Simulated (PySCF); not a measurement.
Geometry (Å), atoms numbered from 1 in this order:
```xyz
24

C    -2.713   -1.076   -0.202
C    -2.338    0.395   -0.272
P    -0.541    0.801   -0.238
O    -0.310    2.250   -0.302
C     0.133    0.032    1.289
C     1.598    0.433    1.402
Si    2.589   -0.242   -0.072
C     1.708    0.279   -1.672
C     0.237   -0.113   -1.630
H    -3.796   -1.186   -0.235
H    -2.291   -1.624   -1.040
H    -2.355   -1.524    0.721
H    -2.720    0.856   -1.188
H    -2.771    0.952    0.566
H    -0.451    0.423    2.129
H     0.019   -1.052    1.261
H     1.648    1.524    1.400
H     2.009    0.095    2.356
H     2.592   -1.714    0.002
H     3.954    0.286   -0.053
H     2.188   -0.149   -2.554
H     1.764    1.365   -1.774
H    -0.281    0.195   -2.545
H     0.116   -1.189   -1.507
```

Computational details: GFN2-xTB structure, GIAO PBE0/pcSseg-1 shieldings, in PySCF 2.14.0 with density-fitted response routines (in vacuum, averaged over atoms made equivalent by symmetry, fast rotation or ring inversion, no relativistic terms, a single conformation).

Problem. List the cross peaks expected in HSQC, COSY and HMBC spectra.

Solution. 

HSQC (one-bond C–H):
```csv
δH,δC
1.90 (H17/H22),4.0 (C6/C8)
1.84 (H15/H23),27.0 (C5/C9)
1.74 (H13/H14),31.1 (C2)
1.51 (H16/H24),27.0 (C5/C9)
1.05 (H18/H21),4.0 (C6/C8)
0.89 (H10/H11/H12),8.8 (C1)
```

COSY cross peaks (H two or three bonds apart, from the bond graph; peaks can be absent where the dihedral angle is near 90°):
```csv
δH,δH
4.11 (H20),3.99 (H19)
4.11 (H20),1.90 (H17/H22)
4.11 (H20),1.05 (H18/H21)
3.99 (H19),1.90 (H17/H22)
3.99 (H19),1.05 (H18/H21)
1.90 (H17/H22),1.84 (H15/H23)
1.90 (H17/H22),1.51 (H16/H24)
1.90 (H17/H22),1.05 (H18/H21)
1.84 (H15/H23),1.51 (H16/H24)
1.84 (H15/H23),1.05 (H18/H21)
1.74 (H13/H14),0.89 (H10/H11/H12)
1.51 (H16/H24),1.05 (H18/H21)
```

HMBC (two and three bonds, from the bond graph):
```csv
δH,δC
4.11 (H20),"27.0 (C5/C9), 4.0 (C6/C8)"
3.99 (H19),"27.0 (C5/C9), 4.0 (C6/C8)"
1.90 (H17/H22),"27.0 (C5/C9), 4.0 (C6/C8)"
1.84 (H15/H23),"31.1 (C2), 27.0 (C5/C9), 4.0 (C6/C8)"
1.74 (H13/H14),"27.0 (C5/C9), 8.8 (C1)"
1.51 (H16/H24),"31.1 (C2), 27.0 (C5/C9), 4.0 (C6/C8)"
1.05 (H18/H21),"27.0 (C5/C9), 4.0 (C6/C8)"
0.89 (H10/H11/H12),31.1 (C2)
```

Scale: TMS for 1H (σref 31.72) and 13C (σref 186.93) (reference shieldings calculated alike).

Short H···H contacts in this conformer between protons four or more bonds apart (candidates for NOE cross peaks, intensity ∝ r⁻⁶): H12···H16 2.48 Å.

Shifts are as computed. Against solution values, carbons near 30 ppm lie about +3 ppm off and those near 130 ppm about +5 ppm. Of 1211 compounds with measured shifts, 218 miss one by over three times the rms of a fit or turn the order of signals round; such compounds aren't used in these exercises.
